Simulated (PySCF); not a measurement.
# Ruthenium: a sound run and one with changed settings

Sound run: Ru [Kr] 4d7 5s1, Ru⁺ [Kr] 4d7. All numbers are calculated (PySCF 2.14, scalar relativity through the core potential, in def2-SVP with the def2 core potential (28 electrons)). The sound run starts from symmetry-adapted Hartree-Fock orbitals and uses a fine grid where one is needed.

A second run was set up differently.

| species | method | sound run (hartree) | changed run (hartree) | converged |
| --- | --- | --- | --- | --- |
| Ru | UHF | -94.09867 | -94.09867 | yes |
| Ru | M06-L | n/a | -99.99711 | yes |
| Ru | LDA | -94.57520 | -98.65186 | no |
| Ru⁺ | UHF | -93.86585 | -93.86585 | yes |
| Ru⁺ | M06-L | -94.56398 | -99.68889 | yes |
| Ru⁺ | LDA | -94.27624 | -98.30339 | yes |

Ionisation energy of Ru:

```csv
method,sound run (eV),changed run (eV)
UHF,6.335,6.335
```

Q: What was changed?
A. angular grid far too coarse
B. basis contracted for another Hamiltonian
C. level shift left on
D. a valence shell is frozen

A: A. It used 6 angular points. A coarse angular grid integrates products of high-l functions wrongly, so density functionals can shift, and the SCF can exploit the error; Hartree-Fock and MP2 need no grid.
